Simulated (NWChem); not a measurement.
All runs are NWChem calculations. System: BF, charge 0, spin multiplicity 1, at a geometry optimised with B3LYP/def2-SVP. The structure started from a generated list of species. Level: G0W0@PBE/def2-TZVPD, RI basis def2-tzvpd-rifit.

Input file:

```
start mol
memory heap 200 mb stack 700 mb global 1700 mb
geometry units angstroms nocenter noautoz
  B      0.000000     0.000000    -0.812271
  F      0.000000     0.000000     0.451262
  symmetry group C2v
end
basis spherical
  * library def2-tzvpd
end
basis "ri basis" bse spherical
  * library def2-tzvpd-rifit
end
dft
  xc xpbe96 cpbe96
  iterations 100
  direct
  tolerances tight
end
task dft energy
gw
  states alpha occ 4 vir 2
end
task dft gw
```

NWChem printed:

```
             Northwest Computational Chemistry Package (NWChem) 7.3.0
             --------------------------------------------------------

                                NWChem Input Module
                                -------------------

 Scaling coordinates for geometry "geometry" by  1.889725989
 (inverse scale =  0.529177249)

 Turning off AUTOSYM since
 SYMMETRY directive was detected!

                             Geometry "geometry" -> ""
                             -------------------------

 Output coordinates in angstroms (scale by  1.889725989 to convert to a.u.)

  No.       Tag          Charge          X              Y              Z
 ---- ---------------- ---------- -------------- -------------- --------------
    1 B                    5.0000     0.00000000     0.00000000    -0.81227100
    2 F                    9.0000     0.00000000     0.00000000     0.45126200

 Effective nuclear repulsion energy (a.u.)      18.8463429170

            Nuclear Dipole moment (a.u.)
            ----------------------------
        X                 Y               Z
 ---------------- ---------------- ----------------
     0.0000000000     0.0000000000     0.0000056692

      Symmetry information
      --------------------

 Group name             C2v
 Group number             16
 Group order               4
 No. of unique centers     2

      Symmetry unique atoms

     1    2


 Summary of "ao basis" -> "" (spherical)
 ------------------------------------------------------------------------------
       Tag                 Description            Shells   Functions and Types
 ---------------- ------------------------------  ------  ---------------------
 *                         def2-tzvpd                 on all atoms

 new library libraries.bse/

 Summary of "ri basis" -> "" (spherical)
 ------------------------------------------------------------------------------
       Tag                 Description            Shells   Functions and Types
 ---------------- ------------------------------  ------  ---------------------
 *                      def2-tzvpd-rifit              on all atoms

  pbe96 is a nonlocal functional; adding pw91lda local functional.

                                 NWChem DFT Module
                                 -----------------

 Summary of "ao basis" -> "ao basis" (spherical)
 ------------------------------------------------------------------------------
       Tag                 Description            Shells   Functions and Types
 ---------------- ------------------------------  ------  ---------------------
 B                         def2-tzvpd               13       37   6s3p3d1f
 F                         def2-tzvpd               14       40   6s4p3d1f

 Summary of "ao basis" -> "ao basis" (spherical)
 ------------------------------------------------------------------------------
       Tag                 Description            Shells   Functions and Types
 ---------------- ------------------------------  ------  ---------------------
 B                         def2-tzvpd               13       37   6s3p3d1f
 F                         def2-tzvpd               14       40   6s4p3d1f

      Symmetry analysis of basis
      --------------------------

        a1         35
        a2          8
        b1         17
        b2         17

            General Information
            -------------------
          SCF calculation type: DFT
          Wavefunction type:  closed shell.
          No. of atoms     :     2
          No. of electrons :    14
           Alpha electrons :     7
            Beta electrons :     7
          Charge           :     0
          Spin multiplicity:     1
          Use of symmetry is: on ; symmetry adaption is: on
          Maximum number of iterations: 100
          This is a Direct SCF calculation.
          AO basis - number of functions:    77
                     number of shells:    27
          Convergence on energy requested:  1.00D-06
          Convergence on density requested:  1.00D-05
          Convergence on gradient requested:  5.00D-04

              XC Information
              --------------
          PerdewBurkeErnzerhof Exchange Functional  1.000
            Perdew 1991 LDA Correlation Functional  1.000 local
           PerdewBurkeErnz. Correlation Functional  1.000 non-local

             Grid Information
             ----------------
          Grid used for XC integration:  medium
          Radial quadrature: Mura-Knowles
          Angular quadrature: Lebedev.
          Tag              B.-S. Rad. Rad. Pts. Rad. Cut. Ang. Pts.
          ---              ---------- --------- --------- ---------
          B                   0.85       49          10.0       434
          F                   0.50       49          10.0       434
          Grid pruning is: on
          Number of quadrature shells:    98
          Spatial weights used:  Erf1

          Convergence Information
          -----------------------
          Convergence aids based upon iterative change in
          total energy or number of iterations.
          Levelshifting, if invoked, occurs when the
          HOMO/LUMO gap drops below (HL_TOL):  1.00D-02
          DIIS, if invoked, will attempt to extrapolate
          using up to (NFOCK): 10 stored Fock matrices.

                    Damping( 0%)  Levelshifting(0.5)       DIIS
                  --------------- ------------------- ---------------
          dE  on:    start            ASAP                start
          dE off:    2 iters        100 iters           100 iters

      Screening Tolerance Information
[...]
     6 b1          7 a1          8 b2          9 b1         10 a1
    11 a1         12 b1         13 b2         14 a1         15 a1
    16 a2         17 b1

 !! scf_movecs_sym_adapt:   30 vectors were symmetry contaminated

  Symmetry fudging

 !! scf_movecs_sym_adapt:   28 vectors were symmetry contaminated

   convergence    iter        energy       DeltaE   RMS-Dens  Diis-err    time
 ---------------- ----- ----------------- --------- --------- ---------  ------
 d= 0,ls=0.0,diis     1   -124.5296272793 -1.43D+02  1.10D-02  5.11D-01     0.8

 !! scf_movecs_sym_adapt:   34 vectors were symmetry contaminated

  Symmetry fudging

 !! scf_movecs_sym_adapt:   26 vectors were symmetry contaminated

 d= 0,ls=0.0,diis     2   -124.3520874608  1.78D-01  6.21D-03  2.66D+00     1.2

 !! scf_movecs_sym_adapt:   32 vectors were symmetry contaminated

  Symmetry fudging

 !! scf_movecs_sym_adapt:   28 vectors were symmetry contaminated

 d= 0,ls=0.0,diis     3   -124.5762114038 -2.24D-01  8.50D-04  1.61D-02     1.7

 !! scf_movecs_sym_adapt:   34 vectors were symmetry contaminated

  Symmetry fudging

 !! scf_movecs_sym_adapt:   32 vectors were symmetry contaminated

 d= 0,ls=0.0,diis     4   -124.5769971886 -7.86D-04  4.03D-04  1.70D-03     2.1

 !! scf_movecs_sym_adapt:   34 vectors were symmetry contaminated

  Symmetry fudging

 !! scf_movecs_sym_adapt:   32 vectors were symmetry contaminated

 d= 0,ls=0.0,diis     5   -124.5772306126 -2.33D-04  4.04D-05  1.59D-05     2.5

 !! scf_movecs_sym_adapt:   34 vectors were symmetry contaminated

  Symmetry fudging

 !! scf_movecs_sym_adapt:   28 vectors were symmetry contaminated

 d= 0,ls=0.0,diis     6   -124.5772324020 -1.79D-06  3.35D-06  6.28D-07     3.0

 !! scf_movecs_sym_adapt:   32 vectors were symmetry contaminated

  Symmetry fudging

 !! scf_movecs_sym_adapt:   32 vectors were symmetry contaminated

 d= 0,ls=0.0,diis     7   -124.5772324482 -4.62D-08  7.41D-07  1.10D-08     3.4

         Total DFT energy =     -124.577232448221
      One electron energy =     -208.794179159466
           Coulomb energy =       79.658285549008
    Exchange-Corr. energy =      -14.287681754795
 Nuclear repulsion energy =       18.846342917032

 Numeric. integr. density =       13.999999913063

     Total iterative time =      3.1s

                  Occupations of the irreducible representations
                  ----------------------------------------------

                     irrep           alpha         beta
                     --------     --------     --------
                     a1                5.0          5.0
                     a2                0.0          0.0
                     b1                1.0          1.0
                     b2                1.0          1.0

                       DFT Final Molecular Orbital Analysis
                       ------------------------------------

 Vector    5  Occ=2.000000D+00  E=-4.753751D-01  Symmetry=b1
              MO Center= -5.0D-17,  8.1D-33,  3.4D-01, r^2= 5.8D-01
   Bfn.  Coefficient  Atom+Function         Bfn.  Coefficient  Atom+Function
  ----- ------------  ---------------      ----- ------------  ---------------
    44      0.485193  2 F  px                47      0.390385  2 F  px
    50      0.221113  2 F  px                 7      0.138177  1 B  px
    10      0.070681  1 B  px                19     -0.030464  1 B  d  1

 Vector    6  Occ=2.000000D+00  E=-4.753751D-01  Symmetry=b2
              MO Center= -1.3D-31,  7.1D-16,  3.4D-01, r^2= 5.8D-01
   Bfn.  Coefficient  Atom+Function         Bfn.  Coefficient  Atom+Function
  ----- ------------  ---------------      ----- ------------  ---------------
    45      0.485193  2 F  py                48      0.390385  2 F  py
    51      0.221113  2 F  py                 8      0.138177  1 B  py
    11      0.070681  1 B  py                17      0.030464  1 B  d -1

 Vector    7  Occ=2.000000D+00  E=-2.490520D-01  Symmetry=a1
              MO Center=  2.7D-16, -3.9D-15, -1.2D+00, r^2= 1.4D+00
   Bfn.  Coefficient  Atom+Function         Bfn.  Coefficient  Atom+Function
  ----- ------------  ---------------      ----- ------------  ---------------
     4      0.401029  1 B  s                  3      0.313947  1 B  s
     9     -0.248166  1 B  pz                 5      0.212541  1 B  s
    12     -0.211557  1 B  pz                 2     -0.177403  1 B  s
    46      0.132109  2 F  pz                49      0.098261  2 F  pz
     1     -0.090275  1 B  s                 41     -0.084104  2 F  s

 Vector    8  Occ=0.000000D+00  E=-7.828075D-02  Symmetry=b1
              MO Center= -1.6D-15,  6.7D-31, -8.4D-01, r^2= 2.1D+00
   Bfn.  Coefficient  Atom+Function         Bfn.  Coefficient  Atom+Function
  ----- ------------  ---------------      ----- ------------  ---------------
     7      0.431878  1 B  px                10      0.418908  1 B  px
    13      0.399242  1 B  px                44     -0.205793  2 F  px
    50     -0.174464  2 F  px                47     -0.166218  2 F  px
    29      0.039858  1 B  d  1

 Vector    9  Occ=0.000000D+00  E=-7.828075D-02  Symmetry=b2
              MO Center= -1.1D-30,  1.7D-15, -8.4D-01, r^2= 2.1D+00
   Bfn.  Coefficient  Atom+Function         Bfn.  Coefficient  Atom+Function
  ----- ------------  ---------------      ----- ------------  ---------------
     8      0.431878  1 B  py                11      0.418908  1 B  py
    14      0.399242  1 B  py                45     -0.205793  2 F  py
    51     -0.174464  2 F  py                48     -0.166218  2 F  py
    27     -0.039858  1 B  d -1

 Vector   10  Occ=0.000000D+00  E= 4.866083D-03  Symmetry=a1
              MO Center=  4.8D-14, -1.1D-15,  2.9D-01, r^2= 9.5D+00
   Bfn.  Coefficient  Atom+Function         Bfn.  Coefficient  Atom+Function
  ----- ------------  ---------------      ----- ------------  ---------------
     6      1.603570  1 B  s                 43     -1.167561  2 F  s
     4      0.874043  1 B  s                 15      0.614426  1 B  pz
    12      0.512965  1 B  pz                42     -0.496851  2 F  s
    55      0.447915  2 F  pz                52      0.338660  2 F  pz
     5     -0.227626  1 B  s                  3     -0.153360  1 B  s

 center of mass
 --------------
 x =   0.00000000 y =   0.00000000 z =  -0.02325575

 moments of inertia (a.u.)
 ------------------
          39.738834308119           0.000000000000           0.000000000000
           0.000000000000          39.738834308119           0.000000000000
           0.000000000000           0.000000000000           0.000000000000

     Multipole analysis of the density
     ---------------------------------

     L   x y z        total         alpha         beta         nuclear
     -   - - -        -----         -----         ----         -------
     0   0 0 0     -0.000000     -7.000000     -7.000000     14.000000

     1   1 0 0     -0.000000     -0.000000     -0.000000      0.000000
     1   0 1 0     -0.000000     -0.000000     -0.000000      0.000000
     1   0 0 1      0.421152      0.210573      0.210573      0.000006

     2   2 0 0     -8.025780     -4.012890     -4.012890      0.000000
     2   1 1 0     -0.000000     -0.000000     -0.000000      0.000000
     2   1 0 1      0.000000      0.000000      0.000000      0.000000
     2   0 2 0     -8.025780     -4.012890     -4.012890      0.000000
     2   0 1 1      0.000000      0.000000      0.000000      0.000000
     2   0 0 2    -10.537376    -14.431427    -14.431427     18.325479

 Task  times  cpu:        3.4s     wall:        3.4s

                                NWChem Input Module
                                -------------------

                                 NWChem GW Module
                                 ----------------

                             ***********************
                             ***        GW       ***
                             ***********************

 Summary of "ri basis" -> "ri basis" (spherical)
 ------------------------------------------------------------------------------
       Tag                 Description            Shells   Functions and Types
 ---------------- ------------------------------  ------  ---------------------
 B                      def2-tzvpd-rifit            26       92   9s7p5d4f1g
 F                      def2-tzvpd-rifit            26       92   9s7p5d4f1g

                 Memory Information
                 ------------------
          Available GA per process is          1700.0 MBs
          Available stack per process is        700.0 MBs
          Available heap per process is           0.0 MBs

          Peak memory in Initialization
              Peak GA per process is                  1.3 MBs
              Peak stack per process is               0.1 MBs
              Peak heap per process is                1.4 MBs
              Memory not in MA per process            0.0 MBs

          Peak memory in AFF Calculation
              Peak GA per process is                  3.5 MBs
              Peak stack per process is               1.8 MBs
              Peak heap per process is                0.0 MBs
              Memory not in MA per process            1.8 MBs

          Computing 2-center integrals
          Computing Inverse Cholesky factor
          Computing 3-center integrals
          Computing V_xc ...

          Computing Sigma_x
          Computing RPA polarizability
          Solving quasiparticle equations

                  Alpha Orbitals
          State     Energy (eV)     Error (eV)
          -----------------------------------
@GW         4        -19.398           0.004
@GW         5        -17.271           0.002
@GW         6        -17.269           0.005
@GW         7        -10.339           0.002
@GW         8          1.250           0.002
@GW         9          1.250           0.002

   Applying  -3.5622 eV scissor-shift to rest of particle states

   Applying   3.3804 eV scissor-shift to rest of hole states

     GW Timing Statistics
   ------------------------
   Init.   :          0.1s
     ERIs  :          0.3s
     Distr.:          0.0s
     Vxc   :          0.0s
   Sigma_x :          0.0s
   RPA     :          0.0s
   Wmn     :          0.0s
   Sigma_c :          0.0s
   GW total:          0.5s

 Task  times  cpu:        0.5s     wall:        0.5s

 Total times  cpu:        3.9s     wall:        3.9s
```
